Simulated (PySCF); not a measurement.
C₂H₁₀NSi₂ (charge -1).
Geometry (GFN2-xTB, Å), atoms numbered from 1 in this order:
```
atom  x, y, z in Å
C1    -1.480   -1.696    0.213
Si2   -0.184   -0.347    0.618
C3    -1.206    1.262    0.874
N4     0.964   -0.310   -0.590
Si5    2.376    0.514   -0.933
H6    -2.259   -1.760    0.972
H7    -1.963   -1.505   -0.741
H8    -1.004   -2.670    0.148
H9     0.226   -0.671    2.032
H10   -0.539    2.079    1.140
H11   -1.959    1.182    1.656
H12   -1.714    1.549   -0.044
H13    2.369    2.013   -0.913
H14    2.804    0.166   -2.316
H15    3.566    0.202   -0.079
```

PySCF, density fitting, gas phase, GFN2-xTB geometry. The standard run uses grid level 2 after a coarse-grid start, the def2-universal JK fitting basis (with tight functions added where the orbital basis needs them), an energy threshold of 1e-9 Eh and DIIS. The changed runs have no coarse-grid stage.

Task: Standard PBE0/pcSseg-1: E = -715.594768 Eh, HOMO -1.245 eV, LUMO 5.229 eV, 13 cycles (coarse-grid cycles included). What changes at PBE0/pcSseg-1 with: start guess sap?

Result: E = -715.594768 Eh (0.000 mEh), HOMO -1.245 eV (0.000), LUMO 5.229 eV (0.000), 13 SCF cycles. The result matches the standard run within 0.02 mEh and 0.003 eV; such settings steer the iterations and don't enter the energy expression.

The cycles:
```
cycle   1  E = -707.4227951000  dE =  5.903e+00  |g| = 4.355e+00  |ddm| = 5.035e+01
cycle   2  E = -691.7066726607  dE =  1.572e+01  |g| = 7.829e+00  |ddm| = 5.082e+01
cycle   3  E = -714.1131159567  dE = -2.241e+01  |g| = 2.358e+00  |ddm| = 7.142e+00
cycle   4  E = -715.1153843266  dE = -1.002e+00  |g| = 1.317e+00  |ddm| = 3.476e+00
cycle   5  E = -715.4852827928  dE = -3.699e-01  |g| = 6.903e-01  |ddm| = 2.089e+00
cycle   6  E = -715.5845221926  dE = -9.924e-02  |g| = 1.948e-01  |ddm| = 6.094e-01
cycle   7  E = -715.5933954831  dE = -8.873e-03  |g| = 6.959e-02  |ddm| = 2.139e-01
cycle   8  E = -715.5946897422  dE = -1.294e-03  |g| = 1.811e-02  |ddm| = 1.166e-01
cycle   9  E = -715.5947651529  dE = -7.541e-05  |g| = 3.103e-03  |ddm| = 2.050e-02
cycle  10  E = -715.5947669406  dE = -1.788e-06  |g| = 1.678e-03  |ddm| = 4.104e-03
cycle  11  E = -715.5947676379  dE = -6.973e-07  |g| = 1.813e-04  |ddm| = 1.555e-03
cycle  12  E = -715.5947676460  dE = -8.086e-09  |g| = 3.556e-05  |ddm| = 2.443e-04
cycle  13  E = -715.5947676464  dE = -3.773e-10  |g| = 7.716e-06  |ddm| = 6.320e-05
```
